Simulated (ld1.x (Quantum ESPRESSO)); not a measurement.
What one change does to a pseudopotential (gallium (Ga), TM)

* Element: Ga (Z = 31)
* Generator: ld1.x (Quantum ESPRESSO) 7.5
* Type: norm-conserving Troullier–Martins (Kleinman–Bylander form)
* Functional: LDA (PZ)
* Relativity: scalar-relativistic
* Frozen core: [Ar] 3d10
* Valence charge: 3
* Reference configuration: 4s1 4p2
* Partial waves: 4s (bound): rc 1.80 bohr; 4p (bound): rc 1.70 bohr
* Local potential: all-electron potential smoothed inside 1.40 bohr (lloc = -1)
* Core correction: none

All-electron outer shells of the reference configuration (LDA (PZ), scalar-relativistic, ld1.x):

```csv
shell,level (eV),outermost node (bohr),outermost maximum (bohr)
3p,-100.57,0.24,0.56
3d,-21.27,–,0.53
4s,-10.28,0.81,1.85
4p,-3.50,0.87,2.44
```

Change: all radii scaled by about 0.89 (s 1.60, p 1.52 bohr); local potential all-electron potential smoothed inside 1.24 bohr (lloc = -1).

Cutoffs: the cutoffs (Ry, on a coarse ladder) from which the occupation-weighted sum of valence levels, in a spherical-Bessel basis at the reference potential, stays within 10 and 1 mRy of its value at 400 Ry; they do not see the model core or the augmentation charge, which bear on the density cutoff. Errors are all-electron minus pseudo energies relative to the spin-unpolarised reference configuration.

Predict the effect on cutoff, ghosts and configuration errors.

The potential gets harder (12 Ry and 35 Ry → 40 Ry and 55 Ry); a bound ghost appears in s, which as a rule spoils a file; of the 9 tests that both files solve, the error grows in 2 and shrinks in 2 by more than 15 % and 0.3 meV (median size 27.7 → 33.7 meV). A smaller radius makes the pseudo-wave follow the all-electron one further in, where it bends more sharply, so more plane waves are needed.

| quantity | base | changed |
| --- | --- | --- |
| cutoff, loose | 12 Ry | 40 Ry |
| cutoff, tight | 35 Ry | 55 Ry |
| loose cutoff by channel (10 mRy a level) | s 12 Ry, p 6 Ry | s 30 Ry, p 30 Ry |
| bound ghosts | none | s |
| error for 4s2 4p1, meV [ΔE -6.61 eV] | +22 | +21 |
| error for 4s2 4p0, meV [ΔE -0.72 eV] | +29 | +34 |
| error for 4s1 4p0, meV [ΔE 20.78 eV] | +115 | +83 |
| error for 4s1 4p1, meV [ΔE 6.73 eV] | +11 | +8.7 |
| error for 4s2 4p0.5, meV [ΔE -4.49 eV] | +23 | +26 |
| error for 4s2 4p1.3, meV [ΔE -7.19 eV] | +22 | +19 |
| error for 4s0 4p3, meV [ΔE 6.93 eV] | +28 | +34 |
| error for 4s1 4p2 (spin-polarised), meV [ΔE -1.43 eV] | +564 | +560 |
| error for 4s2 4p1 (spin-polarised), meV [ΔE -6.75 eV] | +38 | +37 |

 A true bound ghost makes a file unfit for plane-wave use even where its test errors are small: the radial tests pick states by their node count and pass the ghost by.
